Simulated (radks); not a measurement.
Dynamic dipole polarisability and lines of the gallium ion Ga+, [Ar] 3d10 4s2. Method: scalar-relativistic Kohn-Sham, LB94 model potential, spin-polarised, spherical densities, finite nucleus; Fermi nuclear charge, rms radius of each element as measured or else 0.836 A^(1/3) + 0.57 fm; computed with a radial shooting solver on a logarithmic mesh with Libxc functionals. Time-dependent linear response with the Hartree and adiabatic LDA kernel, continuum included through the Sternheimer equations, no spin-orbit coupling, so fine structure and intercombination lines are absent. Lines are the poles of the dipole polarisability below minus the highest occupied eigenvalue, found on a grid refined at the orbital gaps; the lowest seven at most are given, and weak or close lines can be missed. The first line takes the name of the lowest orbital gap if no other gap lies below it; otherwise a line is named after a gap within 0.6 % of it, if that gap stands alone.

| photon energy (eV) | alpha (bohr^3) |
|---|---|
| 0 | 14.39 |
| 1.095 | 14.56 |
| 2.556 | 15.32 |
| 4.016 | 16.96 |
| 5.477 | 20.16 |
| 6.937 | 27.13 |
| 8.397 | 49.57 |
| 9.858 | -776.4 |
| 11.318 | -34.55 |
| 12.779 | -15.29 |
| 14.239 | -8.615 |
| 15.699 | -5.101 |
| 17.160 | -3.045 |
| 18.620 | -1.030 |
| 20.081 | 1.439 |
| 21.541 | 7.771 |

Lines (eV, oscillator strength): 9.780 (126.8 nm, 4s-4p), f = 1.61; 16.653 (74.45 nm, 4s-5p), f = 0.00328; 20.214 (61.33 nm, 4s-7p), f = 0.00156; 20.826 (59.53 nm, unassigned), f = 0.00183; 21.197 (58.49 nm, unassigned), f = 0.00187; 21.439 (57.83 nm, unassigned), f = 0.00183. Higher lines, where found, are left out when the end of the mesh affects them. Those listed give 87 % of the static polarisability (sum of f/w^2). Orbital energy gaps for comparison: 4s-4p 7.946 eV; 4s-5p 16.583 eV; 4s-6p 19.095 eV; 4s-7p 20.209 eV; 4s-8p 20.825 eV. At laser wavelengths: 1550 nm 14.48, 1064 nm 14.58, 780 nm 14.74, 532 nm 15.16, 355 nm 16.24, 266 nm 18.11, 193 nm 23.95 bohr^3. Measured terms reached by dipole lines (averaged over J; NIST Handbook of Basic Atomic Spectroscopic Data, eV): 4s-4p 8.766; those above the model threshold have no computed partner.
